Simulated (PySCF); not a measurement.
**Fractional electron number in Ce²⁺ (cerium, charge +2)**

The 4f alpha orbital of [Xe] 4f2 is emptied in steps (occupation f), with all orbitals relaxed, ending at [Xe] 4f1. Calculation: PySCF 2.14, in def2-SVP with the def2 core potential (28 electrons) (10s6p4d3f1g, 78 functions); scalar relativity through the core potential. The exact energy is a straight line in f; departures are measured from the line between the end points of the same method.

```tsv
f	UHF (eV)	LDA (eV)	PBE (eV)
1	0.000	0.000	0.000
0.9	0.264	-0.707	-0.692
0.7	0.601	-1.668	-1.630
0.5	0.698	-2.007	-1.958
0.3	0.572	-1.703	-1.659
0.1	0.239	-0.737	-0.717
0	0.000	0.000	0.000
```

```tsv
method	E(f=0) − E(f=1) (eV)	−ε at f=1 (eV)	−ε at f=0.5 (eV)
UHF	18.079	21.052	17.991
LDA	21.270	13.450	21.168
PBE	21.201	13.546	21.117
```

Orbital energy along the path (eV):

```tsv
f	UHF	LDA	PBE
1	-21.052	-13.450	-13.546
0.9	-20.394	-14.943	-15.016
0.7	-19.148	-18.005	-18.023
0.5	-17.991	-21.168	-21.117
0.3	-16.918	-24.428	-24.293
0.1	-15.925	-27.784	-27.543
0	-15.457	-29.495	-29.194
```

Reference removal energy between the ground levels: 20.197 eV (semi-empirical (NIST evaluation); NIST Atomic Spectra Database, ionization energies). The calculation has no spin-orbit coupling. UHF lacks correlation.
